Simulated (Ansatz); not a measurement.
Relaxation of C₃H₁₁GeN (16 atoms, charge 0, multiplicity 1), to a largest force component of 0.015 eV/Å in at most 40 steps.

All numbers below come from RKS PBE0/def2-SVP in Ansatz 0.2.0.

```xyz
16
Properties=species:S:1:pos:R:3:forces:R:3
C 0.037 1.142 -1.022 -1.56 2.25 -0.36
C 0.057 0.164 0.108 0.80 0.10 0.64
C 1.271 -0.722 -0.065 1.49 -0.09 2.14
N 0.168 0.884 1.390 -1.53 3.18 -3.43
Ge -1.541 -0.964 0.029 -0.46 0.09 0.63
H 0.890 1.852 -1.035 0.12 -0.45 0.17
H -0.048 0.673 -2.012 0.04 -0.12 0.01
H -0.869 1.851 -0.921 0.93 -0.91 -0.21
H 1.357 -1.454 0.811 -0.13 0.54 -1.08
H 2.232 -0.108 0.003 -1.00 -0.47 -0.22
H 1.262 -1.266 -0.999 0.00 -0.40 -0.51
H -0.654 1.551 1.486 1.38 -1.23 0.19
H 0.259 0.308 2.147 0.03 -2.02 2.67
H -1.627 -1.684 -1.296 -0.12 -0.40 -0.47
H -2.803 -0.083 0.213 0.06 -0.06 -0.02
H -1.483 -1.960 1.216 -0.04 -0.01 -0.14
```

Question: Where does it end, and by what steps?

Answer: The forces met the threshold. After 5 steps the energy has fallen by 0.363 eV; H14 moved furthest, 0.16 Å.

| step | energy less start (eV) | largest force component (eV/Å) | accepted |
| --- | --- | --- | --- |
| 0 | 0.0000 | 3.433 | yes |
| 1 | -0.3285 | 0.784 | yes |
| 2 | -0.3609 | 0.141 | yes |
| 3 | -0.3627 | 0.034 | yes |
| 4 | -0.3630 | 0.018 | yes |
| 5 | -0.3630 | 0.007 | yes |

```xyz
16
Properties=species:S:1:pos:R:3
C 0.026 1.195 -1.042
C 0.080 0.175 0.090
C 1.319 -0.705 -0.043
N 0.166 0.899 1.355
Ge -1.562 -0.966 0.046
H 0.917 1.844 -0.997
H -0.002 0.706 -2.028
H -0.862 1.843 -0.964
H 1.378 -1.449 0.768
H 2.224 -0.077 0.013
H 1.328 -1.250 -0.999
H -0.646 1.498 1.493
H 0.198 0.257 2.146
H -1.752 -1.777 -1.257
H -2.797 -0.056 0.241
H -1.506 -1.953 1.235
```

Whether the end is a true minimum wasn't checked by a vibrational analysis.

Run time: 36 s on 2 threads of Arm Neoverse V2, on a shared host, peak memory 0.44 GiB.
